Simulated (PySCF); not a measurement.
SMILES [SiH2](c1ccccc1)CF, GFN2-xTB optimised geometry.

```
18

F     -3.32    -2.94     0.37
C     -2.65    -1.74     0.31
Si    -0.79    -2.06    -0.01
C      0.13    -0.42     0.00
C     -0.52     0.81     0.00
C      0.19     2.00     0.00
C      1.58     1.98     0.00
C      2.24     0.76     0.00
C      1.52    -0.42     0.00
H     -2.85    -1.23     1.26
H     -3.13    -1.17    -0.49
H     -0.30    -2.94     1.06
H     -0.66    -2.73    -1.32
H     -1.60     0.85     0.00
H     -0.33     2.94    -0.01
H      2.14     2.90     0.00
H      3.32     0.74     0.00
H      2.05    -1.36     0.00
```

Density from PBE0/def2-SVP (PySCF 2.14.0) at that geometry.

Minimum of the electron density along straight lines between bonded atoms, close to the bond critical point (lines longer than 1.1 times the sum of covalent radii, or with two minima, are not listed):

```json
[
 {"bond": "F1–C2", "length / Å": "1.382", "ρ at the minimum / e bohr⁻³": "0.234", "∇²ρ there / e bohr⁻⁵": "?", "position (fraction from the first atom)": "0.66"},
 {"bond": "C2–Si3", "length / Å": "1.918", "ρ at the minimum / e bohr⁻³": "0.111", "∇²ρ there / e bohr⁻⁵": "0.31", "position (fraction from the first atom)": "0.62"},
 {"bond": "Si3–C4", "length / Å": "1.887", "ρ at the minimum / e bohr⁻³": "0.113", "∇²ρ there / e bohr⁻⁵": "0.33", "position (fraction from the first atom)": "0.38"},
 {"bond": "C4–C5", "length / Å": "1.393", "ρ at the minimum / e bohr⁻³": "0.305", "∇²ρ there / e bohr⁻⁵": "-0.76", "position (fraction from the first atom)": "0.50"},
 {"bond": "C5–C6", "length / Å": "1.384", "ρ at the minimum / e bohr⁻³": "0.313", "∇²ρ there / e bohr⁻⁵": "-0.80", "position (fraction from the first atom)": "0.50"},
 {"bond": "C6–C7", "length / Å": "1.384", "ρ at the minimum / e bohr⁻³": "0.312", "∇²ρ there / e bohr⁻⁵": "-0.80", "position (fraction from the first atom)": "0.50"},
 {"bond": "C7–C8", "length / Å": "1.385", "ρ at the minimum / e bohr⁻³": "0.312", "∇²ρ there / e bohr⁻⁵": "-0.80", "position (fraction from the first atom)": "0.50"},
 {"bond": "C4–C9", "length / Å": "1.393", "ρ at the minimum / e bohr⁻³": "0.306", "∇²ρ there / e bohr⁻⁵": "-0.76", "position (fraction from the first atom)": "0.50"},
 {"bond": "C8–C9", "length / Å": "1.382", "ρ at the minimum / e bohr⁻³": "0.313", "∇²ρ there / e bohr⁻⁵": "-0.81", "position (fraction from the first atom)": "0.50"},
 {"bond": "C2–H10", "length / Å": "1.093", "ρ at the minimum / e bohr⁻³": "0.281", "∇²ρ there / e bohr⁻⁵": "-1.06", "position (fraction from the first atom)": "0.63"},
 {"bond": "C2–H11", "length / Å": "1.093", "ρ at the minimum / e bohr⁻³": "0.281", "∇²ρ there / e bohr⁻⁵": "-1.06", "position (fraction from the first atom)": "0.63"},
 {"bond": "Si3–H12", "length / Å": "1.467", "ρ at the minimum / e bohr⁻³": "0.117", "∇²ρ there / e bohr⁻⁵": "0.31", "position (fraction from the first atom)": "0.49"},
 {"bond": "Si3–H13", "length / Å": "1.468", "ρ at the minimum / e bohr⁻³": "0.117", "∇²ρ there / e bohr⁻⁵": "0.31", "position (fraction from the first atom)": "0.49"},
 {"bond": "C5–H14", "length / Å": "1.081", "ρ at the minimum / e bohr⁻³": "0.283", "∇²ρ there / e bohr⁻⁵": "-1.07", "position (fraction from the first atom)": "0.63"},
 {"bond": "C6–H15", "length / Å": "1.081", "ρ at the minimum / e bohr⁻³": "0.283", "∇²ρ there / e bohr⁻⁵": "-1.08", "position (fraction from the first atom)": "0.63"},
 {"bond": "C7–H16", "length / Å": "1.080", "ρ at the minimum / e bohr⁻³": "0.284", "∇²ρ there / e bohr⁻⁵": "-1.08", "position (fraction from the first atom)": "0.63"},
 {"bond": "C8–H17", "length / Å": "1.080", "ρ at the minimum / e bohr⁻³": "0.283", "∇²ρ there / e bohr⁻⁵": "-1.08", "position (fraction from the first atom)": "0.63"},
 {"bond": "C9–H18", "length / Å": "1.080", "ρ at the minimum / e bohr⁻³": "0.284", "∇²ρ there / e bohr⁻⁵": "-1.08", "position (fraction from the first atom)": "0.63"}
]
```

### Question
What belongs in the gaps?

### Answer

- F1–C2, ∇²ρ there / e bohr⁻⁵: 0.03
